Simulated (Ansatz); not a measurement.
Start from `F[Si](F)(F)F` and change one element to get `[F][Sn]([F])([F])[F]`.

Ansatz, PBE0-D4/def2-TZVP geometries, multiplicity 1. 

Elements past krypton have def2 core potentials.

```
                                          property  `F[Si](F)(F)F`
               HOMO energy (B3LYP/def2-TZVPP) / eV          -12.45
               LUMO energy (B3LYP/def2-TZVPP) / eV            0.12
size of the dipole moment (ωB97M-V/def2-TZVPP) / D            0.00
             HOMO energy (ωB97M-V/def2-TZVPP) / eV          -15.29
    zero-point energy (PBE0-D4/def2-TZVP) / kJ/mol            33.2
              HOMO–LUMO gap (PBE0/def2-TZVPP) / eV           13.30
```

Problem. What does the change do to each property? (Best estimate.)

Solution. The calculation gave: 
```
                                          property  `[F][Sn]([F])([F])[F]`  shift
               HOMO energy (B3LYP/def2-TZVPP) / eV                  -12.11   0.34
               LUMO energy (B3LYP/def2-TZVPP) / eV                   -4.01  -4.13
size of the dipole moment (ωB97M-V/def2-TZVPP) / D                    0.00   0.00
             HOMO energy (ωB97M-V/def2-TZVPP) / eV                  -14.97   0.32
    zero-point energy (PBE0-D4/def2-TZVP) / kJ/mol                    21.3  -11.9
              HOMO–LUMO gap (PBE0/def2-TZVPP) / eV                    8.82  -4.48
```

With PBE0 the HOMO rises by 0.34 eV and the LUMO falls by 4.14 eV, so the gap narrows by about 4.48 eV. PBE moves the HOMO by 0.34 eV and ωB97M-V by 0.32 eV.

B3LYP here is the variant with VWN-RPA as its local correlation; programs differ in this.
